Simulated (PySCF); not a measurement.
## Electric field gradients and quadrupole coupling constants

C4H5ClO2Si.
Geometry (GFN2-xTB, Å), atoms numbered from 1 in this order:
```xyz
13
C4H5ClO2Si angstrom
O     -2.0045    1.6025   -2.3667
C     -1.5125    1.1065   -1.4481
C     -0.8791    0.5255   -0.4577
C     -1.3921    0.3542    0.8618
O     -0.7455   -0.1934    1.7374
C      0.5109   -0.0094   -0.7241
Si     1.2779   -0.8197    0.8481
Cl     3.0849   -1.3676    0.0075
H     -2.3999    0.7343    1.0675
H      0.4781   -0.7454   -1.5291
H      1.1610    0.7967   -1.0678
H      1.7049    0.1315    1.8627
H      0.7116   -2.1152    1.1908
```

Field gradients from the PBE0/pcSseg-1 density (PySCF, non-relativistic), principal values in atomic units, ordered |Vxx| ≤ |Vyy| ≤ |Vzz|:

| atom | Vxx | Vyy | Vzz |
| --- | --- | --- | --- |
| O1 | 0.1942 | 0.6248 | -0.8191 |
| O5 | 0.6561 | 0.8191 | -1.4752 |
| Cl8 | -0.8392 | -1.0197 | 1.8589 |

Problem. Find the asymmetry η = (Vxx − Vyy)/Vzz and the couplings χ = eQV/h (234.96 MHz × Q in barn × V in au), with Q(17O) = −0.0256 b, Q(35Cl) = −0.0817 b.

Solution. 
```json
{"atom": "O1", "environment": "oxygen bonded to C", "nucleus": "17O", "η": "0.53", "χzz (MHz)": "4.927", "χxx (MHz)": "-1.168", "χyy (MHz)": "-3.758"}
{"atom": "O5", "environment": "aldehyde oxygen", "nucleus": "17O", "η": "0.11", "χzz (MHz)": "8.87", "χxx (MHz)": "-3.95", "χyy (MHz)": "-4.93"}
{"atom": "Cl8", "environment": "silicon-bound chlorine", "nucleus": "35Cl", "η": "0.10", "χzz (MHz)": "-35.68", "χxx (MHz)": "16.11", "χyy (MHz)": "19.57"}
```

Problem. What is Vzz at O5 in SI units (1 au = 9.71736 × 10²¹ V/m²)?

Solution. -1.4752 au = -14.335 × 10²¹ V/m².

Problem. What couplings would deuterons (Q(2H) = 0.00286 b) have in place of the hydrogens, at this geometry?

Solution. 
```tsv
atom	bonded to	bond length (Å)	Vzz (au)	η	χzz (kHz)
H9	C4	1.097	0.2851	0.04	192
H10	C6	1.091	0.3071	0.05	206
H11	C6	1.091	0.3073	0.05	206
H12	Si7	1.455	0.1666	0.02	112
H13	Si7	1.455	0.1667	0.02	112
```

One conformer (not necessarily the lowest) at the GFN2-xTB geometry, without solvent, vibrations or thermal averaging. GFN2-xTB bond lengths can be off by several hundredths of an ångström, more for odd bonds, and the gradients follow them. These gradients aren't converged with respect to the basis.
